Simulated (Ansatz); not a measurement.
CH₄F₂Si₂. The species carries charge 0 and has multiplicity 1. The bonds changed during the relaxation, so this is another structure than the one it started from.

```xyz
9

F     0.9868    1.2731    1.5551
Si   -0.3017    0.2859    1.7038
F     0.4545   -1.1482    1.8707
C    -0.9548    0.1630   -0.3118
Si    0.4617   -0.2592   -1.2683
H    -1.7322   -0.5927   -0.2248
H    -1.3658    1.1598   -0.4545
H     1.4770    0.7623   -1.5944
H     0.9745   -1.6440   -1.2758
```

Question: What are the harmonic wavenumbers in cm⁻¹ at PBE0-D4/def2-TZVP (Ansatz, finite differences of forces, unscaled)? (Estimate.)

Answer: Ansatz gave: 23, 100, 152, 214, 276, 326, 363, 470, 528, 748, 781, 818, 857, 888, 955, 974, 1374, 2269, 2298, 3132, 3214.

Question: Is this a minimum?

Answer: Yes, all 21 modes are real.

Question: Give the ideal-gas thermochemistry at 298.15 K and 1 bar (rigid rotor, harmonic oscillator; point group Cs, symmetry number 1).

Answer: Zero-point energy 124.2 kJ/mol; H(298) − E = 147.0 kJ/mol; entropy 369.5 J/(mol·K), of which translation 167.5, rotation 114.2, vibration 87.8; G(298) − E = 36.8 kJ/mol. Modes under 100 cm⁻¹ are hindered rotations or soft bends, so the harmonic entropy is rough.

Question: Rotational constants (cm⁻¹)?

Answer: 0.1539, 0.06802, 0.06327.
